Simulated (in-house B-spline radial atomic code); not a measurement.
Multiplet parameters of the 4p3 shell in the palladium ion Pd¹³⁺ ([Ar] 3d10 4s2 4p3). Method: non-relativistic Hartree-Fock, average of configuration, point nucleus. Calculated with a radial B-spline atomic code at the basis-set limit.

Slater integrals: F^2 = 116003 cm⁻¹. Central-field spin-orbit parameter ζ(4p) = 30000 cm⁻¹ (bare central field on non-relativistic orbitals, without two-electron terms: too large for light atoms, too small for heavy ones).

With F₂ = F^2/25 = 4640 cm⁻¹:

Q: Where do the terms lie in LS coupling, without spin-orbit interaction?

A: In cm⁻¹ above the Hund's-rule term:
| term | expression | energy |
| --- | --- | --- |
| 4S | 0 F₂ | 0 |
| 2D | 9 F₂ | 41761 |
| 2P | 15 F₂ | 69602 |

Q: Is LS coupling a fair picture here?

A: Fits to spectra need these integrals scaled down, since correlation screens the repulsion. Here ζ is 6.46 times F₂, so spin-orbit coupling rivals the gaps between some terms: low levels can stay fairly pure, while close terms of equal J mix strongly.
